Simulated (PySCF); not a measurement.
Stretching AgCl

Set-up: basis Ag def2-TZVPP with ECP28, Cl def2-TZVPP; scalar-relativistic core potentials; PySCF 2.14. Energies in eV from Ag (4d10 5s1) + Cl in their ground configurations at the same level. State: ¹Σ⁺ (singlet), closed shell.

All columns are M06-L. A positive dipole means Ag(−)Cl(+).

```
R (Å)  E (eV)  μ (D)  Mulliken charge on Ag (basis-dependent)  HOMO (eV)  LUMO (eV)  Mayer bond order  ⟨S²⟩
1.972  -2.422  -4.49                                     0.59      -6.46      -2.87              1.03  0.00
2.064  -2.930  -4.79                                     0.55      -6.47      -3.00              0.99  0.00
2.155  -3.206  -5.11                                     0.52      -6.46      -3.14              0.95  0.00
2.224  -3.303  -5.36                                     0.51      -6.44      -3.25              0.93  0.00
2.293  -3.334  -5.61                                     0.50      -6.40      -3.36              0.91  0.00
2.362  -3.315  -5.87                                     0.50      -6.35      -3.47              0.89  0.00
2.454  -3.232  -6.21                                     0.50      -6.27      -3.61              0.86  0.00
2.568  -3.069  -6.63                                     0.50      -6.16      -3.79              0.84  0.00
2.706  -2.826  -7.11                                     0.51      -6.02      -4.00              0.81  0.00
2.889  -2.471  -7.72                                     0.52      -5.86      -4.26              0.78  0.00
```

A fit through these points gives, at Re = 2.297 Å, μ = -5.63 D and dμ/dR = -3.72 D/Å; the reduced mass is 26.35 u.

Task: How strong is the fundamental in the double-harmonic approximation, I = 42.26·(dμ/dR)²/μred km/mol?

Result: I = 42.26·(-3.72)²/26.35 = 22.2 km/mol at M06-L.

These are scalar-relativistic numbers at best; spin–orbit coupling would shift them, the dissociation energy most.
